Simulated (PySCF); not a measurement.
PySCF input file for Sb(H)2(OMe) (CH5OSb), SMILES C[O][SbH2], PBE0-D3(BJ)/def2-SVP. The structure is a stationary point at PBE0-D3(BJ)/def2-SVP. The def2 effective core potentials stand for the cores of Sb; spin–orbit coupling is left out.

```python
import numpy as np
from pyscf import gto, scf, dft, df
from pyscf.hessian import thermo

mol = gto.M(
    atom='''
    Sb    0.00885233    0.61215626    0.00000000
    H    -1.20110868    0.37757628   -1.21571927
    H    -1.20110868    0.37757628    1.21571927
    O     0.65102985   -1.27387719   -0.00000000
    C    -0.27712773   -2.31646003   -0.00000000
    H    -0.93437506   -2.30650509    0.89288012
    H     0.27402645   -3.27233375    0.00000001
    H    -0.93437506   -2.30650509   -0.89288011
    ''',
    basis='def2-SVP',
    ecp={'Sb': 'def2-svp'},
    charge=0,
    spin=0,
    max_memory=1600,
    verbose=3,
)
mf = dft.RKS(mol, xc='pbe0').density_fit(auxbasis='def2-universal-jkfit')
mf.disp = 'd3bj'
mf.grids.level = 3
mf.conv_tol = 1e-11
mf.max_cycle = 100
mf.kernel()

# [left out here: the lines that compute and print the analytic Hessian (its translational invariance restored by hand, since the grid's response is missing), thermochemistry and intensities]
```

Program output:

```
converged SCF energy = -356.342047539081

WARN: DFTD3 does not support analytical Hessian, using finite difference


WARN: Mole.unit (angstrom) is changed to Bohr

Mode                                 0                   1                   2
Irrep
Freq [cm^-1]                      167.2364            187.5428            245.1438
Reduced mass [au]                   1.0143              1.4716              2.8717
Force const [Dyne/A]                0.0167              0.0305              0.1017
Char temp [K]                     240.6159            269.8323            352.7073
Normal mode                   x     y     z       x     y     z       x     y     z
       0  Sb                 0.00  0.00  0.00    0.00  0.00  0.01   -0.01 -0.02  0.00
       1   H                 0.24  0.06 -0.25    0.27  0.22 -0.30    0.02 -0.17  0.00
       2   H                -0.24 -0.06 -0.25   -0.27 -0.22 -0.30    0.02 -0.17 -0.00
       3   O                -0.00 -0.00  0.01   -0.00  0.00 -0.13    0.12  0.03 -0.00
       4   C                 0.00 -0.00  0.02    0.00 -0.00  0.07   -0.05  0.17  0.00
       5   H                 0.33 -0.27  0.27   -0.06  0.22  0.03   -0.05  0.30 -0.00
       6   H                 0.00 -0.00 -0.47    0.00  0.00  0.35   -0.23  0.08  0.00
       7   H                -0.33  0.27  0.27    0.06 -0.22  0.03   -0.05  0.30  0.00
Mode                                 3                   4                   5
Irrep
Freq [cm^-1]                      547.6111            637.3227            694.7499
Reduced mass [au]                   6.3213              1.0707              1.1396
Force const [Dyne/A]                1.1169              0.2562              0.3241
Char temp [K]                     787.8905            916.9655            999.5905
Normal mode                   x     y     z       x     y     z       x     y     z
       0  Sb                -0.01  0.03  0.00   -0.00 -0.00  0.01   -0.01 -0.01 -0.00
       1   H                 0.04 -0.15 -0.00    0.19 -0.65 -0.05   -0.15  0.64  0.02
       2   H                 0.04 -0.15  0.00   -0.19  0.65 -0.05   -0.15  0.64 -0.02
       3   O                 0.11 -0.17 -0.00    0.00 -0.00 -0.06    0.08 -0.03  0.00
       4   C                -0.04 -0.08  0.00   -0.00  0.00 -0.00    0.00  0.01  0.00
       5   H                -0.04  0.00 -0.00    0.00  0.03 -0.00    0.01  0.07  0.00
       6   H                -0.18 -0.16  0.00   -0.00 -0.00  0.05   -0.08 -0.04 -0.00
       7   H                -0.04  0.00  0.00   -0.00 -0.03 -0.00    0.01  0.07 -0.00
Mode                                 6                   7                   8
Irrep
Freq [cm^-1]                      857.5370           1147.7905           1172.3365
Reduced mass [au]                   1.0174              8.5583              1.2899
Force const [Dyne/A]                0.4408              6.6430              1.0445
Char temp [K]                    1233.8048           1651.4150           1686.7312
Normal mode                   x     y     z       x     y     z       x     y     z
       0  Sb                 0.01  0.00  0.00   -0.00  0.00 -0.00    0.00  0.00 -0.00
       1   H                -0.49 -0.12  0.49   -0.00  0.01  0.01   -0.00  0.01 -0.01
       2   H                -0.49 -0.12 -0.49   -0.00  0.01 -0.01    0.00 -0.01 -0.01
       3   O                -0.00 -0.00 -0.00   -0.10 -0.15 -0.00   -0.00  0.00 -0.05
       4   C                -0.00 -0.00  0.00    0.13  0.14  0.00    0.00 -0.00  0.13
       5   H                -0.00  0.01 -0.00    0.09  0.11 -0.01   -0.41 -0.38 -0.17
       6   H                -0.00 -0.00  0.00    0.03  0.07 -0.00   -0.00 -0.00 -0.28
       7   H                -0.00  0.01  0.00    0.09  0.11  0.01    0.41  0.38 -0.17
Mode                                 9                  10                  11
Irrep
Freq [cm^-1]                     1186.3776           1460.9754           1461.1153
Reduced mass [au]                   1.3429              1.0414              1.1100
Force const [Dyne/A]                1.1137              1.3096              1.3962
Char temp [K]                    1706.9332           2102.0183           2102.2196
Normal mode                   x     y     z       x     y     z       x     y     z
       0  Sb                -0.00 -0.00 -0.00    0.00 -0.00  0.00   -0.00  0.00  0.00
       1   H                -0.00  0.02  0.01    0.01 -0.01  0.01   -0.01  0.00 -0.02
       2   H                -0.00  0.02 -0.01   -0.01  0.01  0.01   -0.01  0.00  0.02
       3   O                 0.04 -0.05 -0.00    0.00  0.00  0.01   -0.00 -0.02  0.00
       4   C                -0.09  0.09  0.00    0.00  0.00  0.05   -0.03 -0.08  0.00
       5   H                 0.01 -0.38  0.08   -0.09  0.48 -0.05   -0.10  0.47 -0.06
       6   H                 0.49  0.43 -0.00   -0.00 -0.00 -0.69    0.59  0.30 -0.00
       7   H                 0.01 -0.38 -0.08    0.09 -0.48 -0.05   -0.10  0.47  0.06
Mode                                12                  13                  14
Irrep
Freq [cm^-1]                     1476.6338           1905.3191           1907.7011
Reduced mass [au]                   1.0717              1.0163              1.0163
Force const [Dyne/A]                1.3768              2.1738              2.1793
Char temp [K]                    2124.5472           2741.3299           2744.7571
Normal mode                   x     y     z       x     y     z       x     y     z
       0  Sb                 0.00  0.00 -0.00    0.01  0.00  0.00    0.00  0.00 -0.01
       1   H                -0.00 -0.01 -0.01   -0.48 -0.09 -0.51    0.49  0.10  0.49
       2   H                -0.00 -0.01  0.01   -0.48 -0.09  0.51   -0.49 -0.10  0.49
       3   O                -0.01 -0.00  0.00    0.00 -0.00  0.00    0.00 -0.00 -0.00
       4   C                -0.07 -0.02  0.00    0.00  0.00 -0.00    0.00  0.00  0.00
       5   H                 0.53  0.14  0.41   -0.00 -0.02 -0.01   -0.00 -0.01 -0.00
       6   H                -0.02 -0.01 -0.00   -0.01 -0.00 -0.00   -0.00 -0.00  0.01
       7   H                 0.53  0.14 -0.41   -0.00 -0.02  0.01    0.00  0.01 -0.00
Mode                                15                  16                  17
Irrep
Freq [cm^-1]                     2978.2348           3046.2073           3104.9883
Reduced mass [au]                   1.0349              1.1051              1.1014
Force const [Dyne/A]                5.4084              6.0418              6.2560
Char temp [K]                    4285.0168           4382.8141           4467.3868
Normal mode                   x     y     z       x     y     z       x     y     z
       0  Sb                -0.00  0.00 -0.00   -0.00 -0.00 -0.00    0.00 -0.00  0.00
       1   H                 0.00 -0.00  0.00   -0.00  0.00 -0.00    0.00 -0.00 -0.00
       2   H                 0.00 -0.00 -0.00    0.00 -0.00 -0.00    0.00 -0.00  0.00
       3   O                -0.00 -0.00  0.00   -0.00 -0.00 -0.00    0.00  0.00 -0.00
       4   C                -0.04 -0.02 -0.00   -0.00  0.00  0.09   -0.06  0.06 -0.00
       5   H                 0.37 -0.01 -0.53    0.40 -0.02 -0.54    0.12  0.00 -0.19
       6   H                -0.18  0.30  0.00    0.00 -0.00  0.02    0.46 -0.77 -0.00
       7   H                 0.37 -0.01  0.53   -0.40  0.02 -0.54    0.12  0.00  0.19
temperature 298.1500 [K]
pressure 101325.00 [Pa]
Rotational constants [GHz] 29.94761 3.15616 3.01132
Symmetry number 1
Zero-point energy (ZPE) 0.05510 [Eh]   144657.367 [J/mol]
                           tot       elec      trans        rot        vib
Entropy [J/mol/K]       308.132      0.000    171.631    102.669     33.833
Cv [J/mol/K]             66.681      0.000     12.472     12.472     41.738
Cp [J/mol/K]             74.996      0.000     20.786     12.472     41.738
Internal energy [J/mol]                      3718.434   3718.434 150626.167
Internal energy [Eh]   -356.28184  -356.34205
Enthalpy [J/mol]                             6197.391   3718.434 150626.167
Enthalpy [Eh]          -356.28090
Gibbs free energy [J/mol]                  -44974.260 -26892.302 140538.877
Gibbs free energy [Eh] -356.31589
mode   freq/cm-1   IR/(km/mol)
   1      167.24         0.106
   2      187.54         8.930
   3      245.14         2.076
   4      547.61        62.942
   5      637.32        11.787
   6      694.75        54.822
   7      857.54        43.362
   8     1147.79       174.309
   9     1172.34         1.594
  10     1186.38         1.575
  11     1460.98         7.650
  12     1461.12        14.741
  13     1476.63        18.847
  14     1905.32       185.526
  15     1907.70       226.838
  16     2978.23        73.359
  17     3046.21        47.827
  18     3104.99        32.665
max |gradient| / (hartree/bohr): 6.432216878300229e-05
APT charges: [ 0.9901 -0.246  -0.246  -0.8275  0.4873 -0.0552 -0.0474 -0.0552]
```

Self-consistency was reached.
